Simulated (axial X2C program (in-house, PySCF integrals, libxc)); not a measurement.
What spin–orbit coupling does to LiPb

Calculated with an in-house all-electron X2C program for linear molecules (integrals from PySCF). Spin-free means the one-electron spin-free X2C Hamiltonian; two-component (2c) means X2C with spin–orbit coupling and atomic mean-field two-electron Coulomb and Gaunt terms, so the difference of the two also holds small scalar two-electron terms. Basis: Pb dyall-cv3z [12s14p10d7f1g], Li dyall-cv3z [7s8p2d] (cores contracted in-house); Gaussian nuclei, density fitting, unrestricted open shells. Masses: Pb 207.977 u, Li 7.016 u.

Spin-free state: M_S = 3/2, Λ = 0 (beyond evenly filled blocks: σα, π+α, π-α); fragments Pb + Li.

```json
{"level": "PBE0", "Re (Å)": "2.623", "ωe (cm⁻¹)": "339.9", "De (eV)": "1.360", "μ (D)": "5.30"}
{"level": "BLYP", "Re (Å)": "2.655", "ωe (cm⁻¹)": "318.5", "De (eV)": "1.188", "μ (D)": "4.77"}
{"level": "BHandHLYP", "Re (Å)": "2.609", "ωe (cm⁻¹)": "345.7", "De (eV)": "1.192", "μ (D)": "5.59"}
{"level": "PBE", "Re (Å)": "2.643", "ωe (cm⁻¹)": "328.1", "De (eV)": "1.373", "μ (D)": "4.85"}
```

Dipoles are positive if Li is the positive end.

Two-component determinant lowest at the distance of the search:

Ω = 1/2 (⟨Sz⟩ = -0.10, ⟨Lz⟩ = 0.60 at PBE0); fragments Pb + Li.

```csv
level,Re (Å),ωe (cm⁻¹),De (eV),μ (D)
PBE0,2.805,276.7,0.695,3.71
BLYP,2.836,262.1,0.661,3.18
BHandHLYP,2.756,293.9,0.619,4.43
PBE,2.840,265.9,0.744,3.05
```

(1) From the two tables, how do the constants change at the PBE0 level (2c against spin-free)?

The state is one determinant whose occupation by symmetry is held fixed; it was picked as the lowest of a PBE0 search that is not exhaustive. De is counted from the lowest determinant-based energies of the atoms at the same level, without counterpoise correction. Density functionals use the spin component along the axis (collinear). PBE0 can misorder states that lie within some tenths of an eV, so this need not be the ground state of the molecule. The nearest other spin-free determinant of the search, M_S = 1/2, Λ = 1, lies 0.28 eV up at the distance of the search. Without a current term, density functionals place determinants with orbital angular momentum somewhat too high.

Answers

(1) At the PBE0 level Re increases by 0.182 Å and ωe drops by 63.2 cm⁻¹; De changes by -0.665 eV. The two determinants differ in configuration, so these shifts compare two states and are not the spin–orbit effect on one state.
